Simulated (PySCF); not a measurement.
C₆H₁₁O₂ (doublet state).
Cartesian coordinates in Å at the GFN2-xTB level; atoms count from 1:
```xyz
19
C6H11O2 angstrom
C      1.9743    1.2162    0.1891
C      1.5615   -0.1093   -0.2881
C      0.8667   -0.9220    0.8228
O     -0.3821   -0.3653    1.1610
C     -1.2478   -0.2989    0.0617
C     -2.5569    0.3247    0.5135
O     -0.7155    0.4857   -0.9748
C      0.5119   -0.0096   -1.4395
H      2.8096    1.7186   -0.2560
H      1.3400    1.7517    0.8673
H      2.4179   -0.6696   -0.6776
H      1.4566   -0.9171    1.7405
H      0.7307   -1.9623    0.4827
H     -1.4114   -1.3321   -0.3258
H     -2.3561    1.3251    0.8834
H     -3.2405    0.3805   -0.3272
H     -2.9885   -0.2752    1.3079
H      0.3728   -1.0137   -1.8754
H      0.8472    0.6819   -2.2138
```

The hyperfine couplings belong to this conformer and change with its torsions.

As a line formula: `[CH2][C@H]1CO[C@@H](C)OC1` [radical].

Computed with UKS B3LYP, pcH-1 on C H O, non-relativistic, mean-field spin-orbit, GIAO in PySCF. One conformer (not necessarily the lowest) at the GFN2-xTB geometry, without solvent, vibrations or thermal averaging. The geometry wasn't refined by DFT: couplings that depend on bond lengths, twists or pyramidal angles can differ widely from those at the functional's own minimum. No stability test was run, so a lower SCF solution isn't excluded.

Largest spin populations (Mulliken): C1 (+1.08) and C2 (-0.09). C1 is the only atom above +0.15. The positive populations add up to 1.18 and the negative ones to -0.18, together 2S = 1. The angles at C1 add up to 359.2°, so it is planar; its axial dipolar tensor and the negative couplings of its protons fit spin in a p orbital normal to that plane.

**Question.** McConnell's relation a(H) = Q·ρ ties the coupling of a proton on a planar π carbon to the spin population of that carbon. What Q do the computed values give?

**Answer.** 
```csv
H,C,ρ(C),a(H) (G),a/ρ (G)
H9,C1,+1.078,-22.01,-20.4
H10,C1,+1.078,-22.12,-20.5
```

These protons share one ρ (within 0.01), so their mean ratio, Q = -20.5 G, is no test of linearity.

Couplings in gauss use g_iso = 2.0027.
